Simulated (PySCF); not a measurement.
# 2-bromophenetole (CCOc1ccccc1Br, C₈H₉BrO)

Geometry (Å), atoms numbered from 1 in this order:
```xyz
19

C     2.380   -0.181   -0.818
C     1.799   -0.715    0.475
O     0.617   -1.461    0.274
C    -0.549   -0.842    0.035
C    -0.749    0.543    0.097
C    -2.008    1.091   -0.145
C    -3.090    0.273   -0.455
C    -2.906   -1.107   -0.522
C    -1.653   -1.658   -0.281
Br   -1.415   -3.523   -0.374
H     2.551   -1.006   -1.525
H     1.712    0.547   -1.301
H     3.343    0.314   -0.624
H     1.624    0.093    1.209
H     2.497   -1.424    0.942
H     0.084    1.204    0.337
H    -2.135    2.174   -0.090
H    -4.075    0.701   -0.647
H    -3.738   -1.772   -0.763
```

Method used: quadratic response CAM-B3LYP/aug-cc-pVDZ first hyperpolarisability, Taylor convention, gas phase in PySCF 2.14.0. Geometry: PBE0-D3(BJ)/def2-SVP.

The calculation is non-relativistic, which matters for the atoms heavier than Zn.

(1) Give the tensor of the static β(0;0,0) in the axes of these coordinates.

Answers

(1) In au, Taylor convention; rows are the first index (the induced dipole):
|  | xx | yy | zz | xy | xz | yz |
| --- | --- | --- | --- | --- | --- | --- |
| x | +146.9 | +41.0 | +15.2 | -86.2 | +15.2 | -11.8 |
| y | -86.2 | -95.0 | -17.5 | +41.0 | -11.8 | +0.7 |
| z | +15.2 | +0.7 | +8.8 | -11.8 | +15.2 | -17.5 |

Norm of βᵢ = ⅓ Σⱼ (βᵢⱼⱼ + βⱼᵢⱼ + βⱼⱼᵢ): 285.2 au, hyper-Rayleigh value 109.6 au.
